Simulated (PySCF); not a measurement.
Re (rhenium, neutral): UHF calculation

Configuration: [Xe] 4f14 5d5 6s1 6p1, high-spin 8P determinant (an excited configuration). Calculation: PySCF 2.14, in ANO-RCC-VTZP (8s7p5d3f2g1h, 104 functions); the spin-free X2C one-electron Hamiltonian (Gaussian nucleus).

```json
{
  "Total energy": "-16687.585729 hartree",
  "One-electron energy": "-22899.8856 hartree",
  "Hartree (Coulomb) energy": "6544.2031 hartree",
  "Exchange energy": "-331.9033 hartree",
  "⟨S²⟩": "15.7564",
  "⟨L²⟩": "2.021",
  "Sum of ⟨r⟩": "45.94 bohr",
  "Sum of ⟨r²⟩": "68.78 bohr²",
  "Traceless quadrupole moment −½Σ⟨3z² − r²⟩ along its main axis": "-5.96 e·bohr²",
  "Langevin diamagnetic susceptibility": "-54.5 ×10⁻⁶ cm³/mol"
}
```

| shell | electrons | mean orbital energy (hartree) | spread (hartree) | rms radius, mean of both spins (bohr) |
| --- | --- | --- | --- | --- |
| 1s α | 1 | -2647.70633 | 0 | 0.0204 |
| 1s β | 1 | -2647.70558 | 0 | 0.0204 |
| 2s α | 1 | -464.34067 | 0 | 0.0824 |
| 2s β | 1 | -464.32331 | 0 | 0.0824 |
| 2p α | 3 | -406.48924 | 0.00042 | 0.0750 |
| 2p β | 3 | -406.47220 | 0.00125 | 0.0750 |
| 3s α | 1 | -109.84093 | 0 | 0.210 |
| 3s β | 1 | -109.83677 | 0 | 0.210 |
| 3p α | 3 | -92.40388 | 0 | 0.212 |
| 3p β | 3 | -92.40026 | 0.00288 | 0.212 |
| 3d α | 5 | -71.90288 | 0.00174 | 0.194 |
| 3d β | 5 | -71.89061 | 0.00254 | 0.194 |
| 4s α | 1 | -24.16185 | 0 | 0.468 |
| 4s β | 1 | -24.13969 | 0 | 0.468 |
| 4p α | 3 | -18.31547 | 0.00001 | 0.498 |
| 4p β | 3 | -18.29452 | 0.00528 | 0.498 |
| 4d α | 5 | -10.71142 | 0.00355 | 0.538 |
| 4d β | 5 | -10.67984 | 0.00529 | 0.538 |
| 5s α | 1 | -3.81610 | 0 | 1.12 |
| 5s β | 1 | -3.60846 | 0 | 1.12 |
| 5p α | 3 | -2.27891 | 0.00142 | 1.29 |
| 4f α | 7 | -2.23513 | 0.00450 | 0.637 |
| 4f β | 7 | -2.21191 | 0.00600 | 0.637 |
| 5p β | 3 | -1.97422 | 0.01349 | 1.29 |
| 5d α | 5 | -0.46130 | 0.00924 | 2.05 |
| 6s α | 1 | -0.38971 | 0 | 3.24 |
| 6p α | 1 | -0.17098 | 0 | 3.67 |

Spin-orbit coupling, absent here, splits the open shell strongly.

Densities and radii are taken from the X2C orbitals without a picture-change correction, which distorts them close to the nucleus.

Spin-orbit constants ζ (cm⁻¹) from the X2C one-electron operator on these orbitals: bare nucleus, nucleus screened by l(l+1)(2l+1)/3 electrons, and screened by the Breit-Pauli mean field of the electrons.

```tsv
shell	bare	screened nucleus	mean field
2p	7290000	7096000	n/a
3p	1600000	1557000	n/a
3d	248500	215300	n/a
4p	367600	357800	n/a
4d	49490	42890	n/a
4f	9017	5650	n/a
5p	49640	48320	n/a
5d	3320	2877	n/a
6p	5417	5272	n/a
```

To first order the Landé constant is A = 753.2 cm⁻¹, so the lowest level has J = 5/2 and lies 0.420 eV below the centre of the term. This holds in LS coupling only.
